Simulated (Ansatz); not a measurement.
A nudged elastic band was laid between two geometries of CH$_{2}$BO$_{2}$ (6 atoms, charge -1, multiplicity 1).

Theory: RKS LDA/def2-SVP (Ansatz 0.2.0).

```yaml
movable_images: 5
climbing_image: yes
spring: 5.0 eV/Å²
optimiser: quadratic models (default)
start_path: through a guess of the saddle point
force_threshold: 0.05 eV/Å
iteration_limit: 60
end_points: relaxed
```

Image 0:

```xyz
6
Properties=species:S:1:pos:R:3
O -0.566 0.741 -1.095
C -0.742 0.091 0.062
B 0.604 -0.343 0.718
O 0.896 -1.510 0.224
H -1.433 0.760 -1.558
H 1.241 0.261 1.649
```

Image 6:

```xyz
6
Properties=species:S:1:pos:R:3
O -1.063 0.613 -0.974
C -0.712 1.042 0.193
B 0.447 -0.126 0.587
O 0.564 -0.999 -0.385
H -0.355 -0.341 -1.058
H 1.119 -0.188 1.638
```

(1) What changes between the two ends?

(2) What energy profile does the band end with?

(3) What is the geometry of the highest image?

(4) What are the harmonic wavenumbers there?

Answers

(1) No bond is made or broken. The dihedral H5–O1–C2–B3 goes from 165 to 0°.

(2) The forces met the threshold. The highest image is number 2 of 0 to 6, 62.3 kJ/mol above the first end and 145.5 kJ/mol above the last; the last end lies 83.2 kJ/mol below the first. A vibrational analysis at the climbing image gives one clearly imaginary mode, 527i cm⁻¹: a first-order saddle point. Limits of this set-up: an anion without diffuse functions, the dipole of an ion depends on the origin.

```tsv
image	path coordinate (Å)	energy (kJ/mol)	dihedral H5–O1–C2–B3 (°)
0	0.00	0.0	165
1	0.78	26.1	133
2	1.55	62.3	76
3	2.02	17.1	25
4	2.48	-40.1	5
5	2.94	-68.4	6
6	3.40	-83.2	0
```

(3) 
```xyz
6
Properties=species:S:1:pos:R:3
O -0.909 0.870 -0.841
C -0.935 -0.055 0.299
B 0.515 -0.148 0.771
O 0.325 -1.126 -0.110
H -0.525 0.281 -1.522
H 1.529 0.178 1.403
```

(4) 527i, 146, 306, 420, 737, 791, 841, 1047, 1113, 1391, 2418, 3651 cm⁻¹.

The run took 110 s on 1 thread of Arm Neoverse V2, with other jobs on the host, peak memory 0.23 GiB.
